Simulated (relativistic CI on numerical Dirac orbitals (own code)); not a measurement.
# Radial parameters of Mg10+

Computed by Dirac-Coulomb-Breit CI, KLI orbitals optimised for each configuration, model QED (radiative potential, 1s self-energy scaled to tabulated hydrogen-like ionisation energies), unscaled Slater integrals (own radial code, finite nucleus).

Slater integrals F^k, G^k are unscaled and averaged over j, outside the closed core (none); ζ comes from projecting the Hamiltonian with its Breit term on Σ l·s of the shell.

- 1s 2s: G^0(1s,2s) = 51723 cm⁻¹; <r>(1s) = 0.1255, <r^2>(1s) = 0.02106, <r>(2s) = 0.5266, <r^2>(2s) = 0.3233 (bohr units).
- 1s 2p: G^1(1s,2p) = 114740, ζ(2p) = 3711.2 cm⁻¹; <r>(1s) = 0.1255, <r^2>(1s) = 0.02107, <r>(2p) = 0.4475, <r^2>(2p) = 0.241 (bohr units).
- 1s 3s: G^0(1s,3s) = 13629 cm⁻¹; <r>(1s) = 0.1251, <r^2>(1s) = 0.02091, <r>(3s) = 1.198, <r^2>(3s) = 1.63 (bohr units).

Averages of the first 10 configurations, taken without configuration mixing, which lowers the lowest level and can move excited configurations by several eV; other configurations of the list can lie among them:

```csv
Configuration,Parity,States,Average energy above the lowest level (eV)
1s2,even,1,0.0
1s 2s,even,4,1333.2
1s 2p,odd,12,1344.5
1s 3s,even,4,1573.1
1s 3p,odd,12,1576.3
1s 3d,even,20,1577.5
1s 4s,even,4,1655.7
1s 4p,odd,12,1657.0
1s 4d,even,20,1657.5
1s 4f,odd,28,1657.6
```
